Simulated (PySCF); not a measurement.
Os(OH)3 (H3O3Os), SMILES [OH][Os]([OH])[OH] (connectivity only; charge and spin as stated), neutral, multiplicity 4. Geometry optimised at PBE0-D3(BJ)/def2-SVP. The multiplicity is an assumed one; other spin states were not compared. The def2 effective core potentials stand for the cores of Os; spin–orbit coupling is left out. One conformer was computed; it need not be the lowest.

Method: PBE0-D3(BJ)/def2-SVP (PySCF 2.14.0).

Harmonic wavenumbers (cm⁻¹): 109, 136, 192, 259, 395, 469, 621, 669, 695, 719, 794, 859, 3787, 3854, 3880. Rotational constants (GHz): 8.548, 3.892, 2.696; symmetry number 1.

Problem. Work out the zero-point energy and the ideal-gas rigid-rotor harmonic-oscillator thermochemistry at 298.15 K and 1 atm.

Solution. ZPE = ½ Σ hcν = ½ × 17439 cm⁻¹ = 104.31 kJ/mol. H − E(el) = 123.76 kJ/mol. Entropy in J/(mol K): translation 177.16, rotation 107.47, vibration 56.40, spin 11.53, total 352.56. G − E(el) = 18.64 kJ/mol. Cp = 95.95 J/(mol K). Modes under 150 cm⁻¹ make the vibrational entropy uncertain.
